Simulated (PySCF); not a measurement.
**Correlation energy of N²⁺ (nitrogen, charge +2)**

[He] 2s2 3s1, 2S determinant (an excited configuration). All numbers are calculated (PySCF 2.14, the spin-free X2C one-electron Hamiltonian (Gaussian nucleus), in dyall-av3z (15s9p3d2f, 71 functions)). Frozen: 1s2; 3 electrons correlated; the 13 highest virtual orbitals of each spin left out.

```csv
level,correlation energy (mhartree)
CCSD,-96.91
(T),-2.03
CCSD(T),-98.94
```

Diagnostics: T1 = 0.0098, D1 = 0.0230, largest double amplitude 0.141.

The outer electron is Rydberg-like, and this basis confines it to a smaller radius and binds it less than a complete one would.

Cost of the coupled-cluster step: about 3 core-seconds, for 3 correlated electrons.

Iterations:

```
CC2 = 0
CCSD nocc = (np.int64(2), np.int64(1)), nmo = (57, 57)
frozen orbitals [[0, 58, 59, 60, 61, 62, 63, 64, 65, 66, 67, 68, 69, 70], [0, 58, 59, 60, 61, 62, 63, 64, 65, 66, 67, 68, 69, 70]]
max_cycle = 100
direct = 0
conv_tol = 1e-08
conv_tol_normt = 1e-06
diis_space = 8
diis_start_cycle = 0
Init t2, MP2 energy = -0.067103657043763
Init E_corr(UCCSD) = -0.0671036570460986
cycle = 1  E_corr(UCCSD) = -0.0923825630470531  dE = -0.025278906  norm(t1,t2) = 0.171551
cycle = 2  E_corr(UCCSD) = -0.111795176476813  dE = -0.0194126134  norm(t1,t2) = 0.304706
cycle = 3  E_corr(UCCSD) = -0.0834496106245982  dE = 0.0283455659  norm(t1,t2) = 0.551529
cycle = 4  E_corr(UCCSD) = -0.0980123823303479  dE = -0.0145627717  norm(t1,t2) = 0.0327591
cycle = 5  E_corr(UCCSD) = -0.0965036477116265  dE = 0.00150873462  norm(t1,t2) = 0.0387646
cycle = 6  E_corr(UCCSD) = -0.0966677277724436  dE = -0.000164080061  norm(t1,t2) = 0.0048401
cycle = 7  E_corr(UCCSD) = -0.0970675704816586  dE = -0.000399842709  norm(t1,t2) = 0.00632696
cycle = 8  E_corr(UCCSD) = -0.0969494765957093  dE = 0.000118093886  norm(t1,t2) = 0.00380045
cycle = 9  E_corr(UCCSD) = -0.096910102224556  dE = 3.93743712e-05  norm(t1,t2) = 0.000809435
cycle = 10  E_corr(UCCSD) = -0.0969126285798346  dE = -2.52635528e-06  norm(t1,t2) = 8.2985e-05
cycle = 11  E_corr(UCCSD) = -0.0969127448349114  dE = -1.16255077e-07  norm(t1,t2) = 5.96405e-06
cycle = 12  E_corr(UCCSD) = -0.0969129106822766  dE = -1.65847365e-07  norm(t1,t2) = 2.48136e-06
cycle = 13  E_corr(UCCSD) = -0.0969128707121515  dE = 3.99701251e-08  norm(t1,t2) = 1.17406e-06
cycle = 14  E_corr(UCCSD) = -0.0969129241676941  dE = -5.34555426e-08  norm(t1,t2) = 1.75442e-06
cycle = 15  E_corr(UCCSD) = -0.0969129040325335  dE = 2.01351606e-08  norm(t1,t2) = 3.36091e-07
cycle = 16  E_corr(UCCSD) = -0.0969128796614272  dE = 2.43711062e-08  norm(t1,t2) = 1.51693e-07
cycle = 17  E_corr(UCCSD) = -0.096912888664394  dE = -9.00296682e-09  norm(t1,t2) = 2.69891e-07
UCCSD converged
E(UCCSD) = -51.93108982370904  E_corr = -0.09691288866439404
UCCSD(T) correction = -0.00203423898795924
```
